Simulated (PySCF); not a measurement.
CH8FNSi2, SMILES F[Si@@H](N[SiH3])C.

The structure is a stationary point at PBE0-D3(BJ)/def2-SVP. The structure was generated by enumeration; whether it is a known compound was not checked. The values are those of a single conformer.

These are PBE0-D3(BJ)/def2-SVP run with PySCF 2.14.0 values and carry that method's errors.

Frequencies are harmonic and unscaled.

Give all harmonic wavenumbers and intensities. (An estimate is asked for; the answer gives what the named calculation found.)


```
mode  ν (cm⁻¹)  IR (km/mol)   moving atoms (share of kinetic energy)
----  --------  -----------  ---------------------------------------
1           36          0.9                           H 70 %, F 13 %
2           55          0.7          H 47 %, F 19 %, N 17 %, Si 11 %
3          137          0.6                          H 67 %, Si 14 %
4          163          0.3                  H 51 %, C 22 %, Si 21 %
5          238          4.7  F 31 %, H 27 %, C 17 %, Si 14 %, N 11 %
6          271          6.3   F 26 %, H 24 %, N 24 %, Si 17 %, C 9 %
7          344         11.7          Si 40 %, H 32 %, N 14 %, F 12 %
8          418         63.6                           H 76 %, N 18 %
9          594          3.5                  Si 37 %, H 35 %, N 18 %
10         666          3.8                   H 75 %, C 12 %, Si 9 %
11         704          3.9                  H 49 %, C 27 %, Si 16 %
12         720         76.2                   H 81 %, N 10 %, Si 9 %
13         770         11.9                           H 70 %, C 21 %
14         815        105.5          H 50 %, Si 18 %, N 18 %, C 13 %
15         846          9.1                  H 44 %, F 39 %, Si 13 %
16         900        234.1                          H 75 %, Si 12 %
17         928         34.9                          H 84 %, Si 11 %
18         935        278.4                   H 66 %, Si 21 %, F 9 %
19         951        286.5                  H 51 %, N 27 %, Si 21 %
20         962        184.6                           H 84 %, Si 9 %
21        1008         39.5                  H 75 %, Si 13 %, N 11 %
22        1213        194.6                           H 63 %, N 33 %
23        1273         48.1                           H 76 %, C 23 %
24        1425          3.0                                   H 96 %
25        1427          7.6                                   H 96 %
26        2218        147.4                                   H 96 %
27        2226        132.4                                   H 98 %
28        2254         90.1                                   H 97 %
29        2262        146.6                                   H 97 %
30        3065          0.1                                   H 97 %
31        3172          1.6                            H 91 %, C 9 %
32        3174          1.1                            H 91 %, C 9 %
33        3609         47.1                                   H 93 %
```
